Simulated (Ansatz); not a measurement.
Geometry optimisation, RHF/def2-SVP (Ansatz 0.2.0).

Input file:

```yaml
crystal:
  periodic: [false, false, false]
  atoms:
    - { symbol: F, position_ang: [-1.4436, -1.345, 1.1573] }
    - { symbol: Si, position_ang: [-1.2157, 0.24, 0.5207] }
    - { symbol: O, position_ang: [0.3501, 0.7592, 0.9021] }
    - { symbol: B, position_ang: [1.3595, -0.1229, 0.1831] }
    - { symbol: S, position_ang: [1.9702, 0.368, -1.5117] }
    - { symbol: H, position_ang: [-1.4093, 0.2515, -0.9389] }
    - { symbol: H, position_ang: [-2.1508, 1.1815, 1.1191] }
    - { symbol: H, position_ang: [1.6997, -1.1174, 0.6841] }
    - { symbol: H, position_ang: [0.9285, -0.2612, -2.133] }
basis:
  gaussian: { orbitals: def2-SVP }
hamiltonian:
  xc: hf
relax:
  f_tol: 0.015
  max_steps: 40
```

Run as:

```bash
$ ansatz run input.yaml --threads 1 --pin off --max-ram 2048MiB --backend cpu --events-out ev --progress --plain --runs-dir out
```

**Question.** Where does it end, and by what steps?

**Answer.** The run converged. The force dipped under the threshold on the way, but the program's further checks kept it going. After 31 steps the energy has fallen by 1.810 eV; H9 moved furthest, 1.42 Å.

```json
{"step": "0", "energy less start (eV)": "0.0000", "largest force component (eV/Å)": "3.886", "accepted": "yes"}
{"step": "2", "energy less start (eV)": "-1.0096", "largest force component (eV/Å)": "1.948", "accepted": "yes"}
{"step": "4", "energy less start (eV)": "-1.3973", "largest force component (eV/Å)": "1.869", "accepted": "yes"}
{"step": "6", "energy less start (eV)": "-1.7127", "largest force component (eV/Å)": "0.541", "accepted": "yes"}
{"step": "8", "energy less start (eV)": "-1.7025", "largest force component (eV/Å)": "0.694", "accepted": "no"}
{"step": "10", "energy less start (eV)": "-1.7358", "largest force component (eV/Å)": "0.057", "accepted": "yes"}
{"step": "12", "energy less start (eV)": "-1.7413", "largest force component (eV/Å)": "0.152", "accepted": "yes"}
{"step": "14", "energy less start (eV)": "-1.7575", "largest force component (eV/Å)": "0.213", "accepted": "yes"}
{"step": "16", "energy less start (eV)": "-1.8000", "largest force component (eV/Å)": "0.389", "accepted": "yes"}
{"step": "18", "energy less start (eV)": "-1.8042", "largest force component (eV/Å)": "0.083", "accepted": "yes"}
{"step": "20", "energy less start (eV)": "-1.8094", "largest force component (eV/Å)": "0.032", "accepted": "yes"}
{"step": "22", "energy less start (eV)": "-1.8097", "largest force component (eV/Å)": "0.008", "accepted": "yes"}
{"step": "24", "energy less start (eV)": "-1.8098", "largest force component (eV/Å)": "0.041", "accepted": "yes"}
{"step": "26", "energy less start (eV)": "-1.8099", "largest force component (eV/Å)": "0.023", "accepted": "yes"}
{"step": "28", "energy less start (eV)": "-1.8101", "largest force component (eV/Å)": "0.037", "accepted": "yes"}
{"step": "30", "energy less start (eV)": "-1.8102", "largest force component (eV/Å)": "0.010", "accepted": "yes"}
{"step": "31", "energy less start (eV)": "-1.8103", "largest force component (eV/Å)": "0.013", "accepted": "yes"}
```

```xyz
9
Properties=species:S:1:pos:R:3
F -1.435 -0.918 1.739
Si -1.472 0.100 0.499
O 0.005 0.124 -0.209
B 1.270 -0.328 -0.072
S 2.556 0.101 -1.277
H -2.459 -0.390 -0.467
H -1.787 1.435 1.015
H 1.600 -1.023 0.845
H 1.809 0.853 -2.090
```

Whether the end is a true minimum wasn't checked by a vibrational analysis.

The run took 85 s on 1 thread of Arm Neoverse V2 (shared host), peak memory 0.18 GiB.
